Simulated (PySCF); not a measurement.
Ce(IV) with more and more OH

Computed with PySCF 2.14.0, PBE0, def2-SVP on the ligands, density fitting, scalar-relativistic core potentials, no spin-orbit coupling, vacuum. The metal has lcecp-2-SVP with ECP46. Each complex is relaxed within the symmetry of its template. Distances are means of the shortest metal–ligand contacts, charges and spins Mulliken's; removal energies are rigid, with the ligand's formal charge and no counterpoise, so too large; for an anion taken off a cation in vacuum most of it is the attraction of opposite charges, and multiply charged cations can part far more cheaply with an electron moved from ligand to metal. lcecp potentials hold a fixed number of 4f electrons in the core, out of states, spins and gaps.

Question: Order these by the metal–ligand distance, lowest first.
A. [Ce(OH)3]+
B. [Ce(OH)2]2+
C. Ce(OH)4

Answer: B (1.922), A (1.999), C (2.071).

Question: What else do they give?

Answer: 
```csv
complex,point group,M–OH (Å),charge on M (e),removal of one OH (eV),"strongest infrared band, degenerate modes summed (cm⁻¹)",unstable modes (below −25 cm⁻¹)
[Ce(OH)2]2+,C2v,1.922,2.02,26.22,3646,0
[Ce(OH)3]+,C3v,1.999,1.67,17.75,3897,0
Ce(OH)4,Td,2.071,1.49,11.39,342,0
```

The more ligands, the longer each bond and the weaker the last ligand is held.

One start shape was tried for each, so a minimum needn't be the lowest isomer.
